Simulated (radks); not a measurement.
Values are calculated unless marked as measured or tabulated.
Ionisation ladder of osmium, from Os XXIII to Os XLIV. Each ion is in the ground configuration listed by NIST, and IE = E(next ion) - E(this ion). Code: a radial shooting solver on a logarithmic mesh with Libxc functionals. Model: Dirac Kohn-Sham, BLYP, spin-unpolarised, spherical densities, finite nucleus; open shells fill j = l - 1/2 first; Fermi nuclear charge, rms radius 5.4126 fm.

| species | configuration | E (hartree) | IE, Delta-SCF (eV) | <r> HOMO (bohr) | IE, NIST (eV) | kind | error (eV) |
|---|---|---|---|---|---|---|---|
| Os XXIII | [Kr] 4d10 4f8 | -17079.8675 | 644.68 | 0.465 | 670 | theory | -25.3 |
| Os XXIV | [Kr] 4d10 4f7 | -17056.1761 | 691.47 | 0.457 | 720 | theory | -28.5 |
| Os XXV | [Kr] 4d10 4f6 | -17030.7652 | 743.71 | 0.446 | 770 | theory | -26.3 |
| Os XXVI | [Kr] 4d10 4f5 | -17003.4344 | 793.12 | 0.439 | 820 | theory | -26.9 |
| Os XXVII | [Kr] 4d10 4f4 | -16974.2876 | 843.68 | 0.432 | 870 | theory | -26.3 |
| Os XXVIII | [Kr] 4d10 4f3 | -16943.2829 | 895.36 | 0.426 | 920 | theory | -24.6 |
| Os XXIX | [Kr] 4d10 4f2 | -16910.3790 | 948.15 | 0.420 | 970 | theory | -21.9 |
| Os XXX | [Kr] 4d10 4f1 | -16875.5353 | 1002.0 | 0.414 | 1015 | theory | -13.0 |
| Os XXXI | [Kr] 4d10 | -16838.7117 | 1262.1 | 0.432 | 1262 | theory | +0.1 |
| Os XXXII | [Kr] 4d9 | -16792.3318 | 1314.4 | 0.429 | 1311 | theory | +3.4 |
| Os XXXIII | [Kr] 4d8 | -16744.0280 | 1367.4 | 0.425 | 1364 | theory | +3.4 |
| Os XXXIV | [Kr] 4d7 | -16693.7780 | 1420.9 | 0.422 | 1420 | theory | +0.9 |
| Os XXXV | [Kr] 4d6 | -16641.5599 | 1475.1 | 0.419 | 1474 | theory | +1.1 |
| Os XXXVI | [Kr] 4d5 | -16587.3520 | 1529.8 | 0.415 | 1528 | theory | +1.8 |
| Os XXXVII | [Kr] 4d4 | -16531.1330 | 1607.3 | 0.406 | 1606 | theory | +1.3 |
| Os XXXVIII | [Kr] 4d3 | -16472.0658 | 1664.0 | 0.403 | 1660 | theory | +4.0 |
| Os XXXIX | [Kr] 4d2 | -16410.9155 | 1721.2 | 0.400 | 1720 | theory | +1.2 |
| Os XL | [Kr] 4d1 | -16347.6614 | 1779.0 | 0.397 | 1776 | theory | +3.0 |
| Os XLI | [Kr] | -16282.2834 | 2000.1 | 0.406 | 1996 | theory | +4.1 |
| Os XLII | [Ar] 3d10 4s2 4p5 | -16208.7815 | 2056.9 | 0.403 | 2052 | theory | +4.9 |
| Os XLIII | [Ar] 3d10 4s2 4p4 | -16133.1901 | 2114.1 | 0.401 | 2112 | theory | +2.1 |
| Os XLIV | [Ar] 3d10 4s2 4p3 | -16055.4992 | 2171.4 | 0.399 | 2168 | theory | +3.4 |

Reference values: NIST Atomic Spectra Database (exp. = measured, semi-emp. = semi-empirical, theory = theoretical value adopted there). The ionisation energy per charge of the ion left behind rises most, in proportion, at Os XXXI ([Kr] 4d10), from 33.401 to 40.712 eV. Spin polarisation and multiplet splitting are left out, so open shells lie too high by an amount that depends on their filling.

Beside tabulated values, note that spin-unpolarised runs miss the spin-polarisation part of the exchange energy of open shells.
